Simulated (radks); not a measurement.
All-electron atom: Lu2+ in [Xe] 4f14 6s1. Calculated with a radial shooting solver on a logarithmic mesh with Libxc functionals: scalar-relativistic Kohn-Sham, PBE, spin-polarised, spherical densities, point nucleus; open shells are filled with parallel spins first (spin-orbit coupling, left out, can overturn this in heavy ions); hard spherical wall at 3 bohr.

Unscreened Slater integrals over Kohn-Sham orbitals (eV). They are taken over the spin-up orbitals. Empty in this configuration: 5d.

\begin{tabular}{lr}
integral & value \\ \hline
F0(6s,6s) & 13.062 \\
F0(6s,4f) & 16.744 \\
G3(6s,4f) & 1.3492 \\
F0(6s,5p) & 14.656 \\
G1(6s,5p) & 2.2163 \\
F0(6s,5s) & 15.226 \\
G0(6s,5s) & 1.3910 \\
F0(6s,5d) & 13.775 \\
G2(6s,5d) & 3.8756 \\
F0(4f,4f) & 35.399 \\
F2(4f,4f) & 16.558 \\
F4(4f,4f) & 10.335 \\
F6(4f,4f) & 7.4200 \\
F0(4f,5p) & 21.766 \\
F2(4f,5p) & 7.2856 \\
G2(4f,5p) & 3.7599 \\
G4(4f,5p) & 2.8962 \\
F0(4f,5s) & 24.413 \\
G3(4f,5s) & 4.4185 \\
F0(4f,5d) & 18.263 \\
F2(4f,5d) & 5.0249 \\
F4(4f,5d) & 2.5393 \\
G1(4f,5d) & 2.4702 \\
G3(4f,5d) & 2.0263 \\
G5(4f,5d) & 1.5478 \\
F0(5p,5p) & 18.158 \\
F2(5p,5p) & 9.9121 \\
F0(5p,5s) & 19.336 \\
G1(5p,5s) & 12.968 \\
F0(5p,5d) & 16.242 \\
F2(5p,5d) & 8.6063 \\
G1(5p,5d) & 10.409 \\
G3(5p,5d) & 6.5854 \\
F0(5s,5s) & 20.900 \\
F0(5s,5d) & 16.929 \\
G2(5s,5d) & 6.8595 \\
F0(5d,5d) & 15.027 \\
F2(5d,5d) & 8.5275 \\
F4(5d,5d) & 5.8825 \\
\end{tabular}
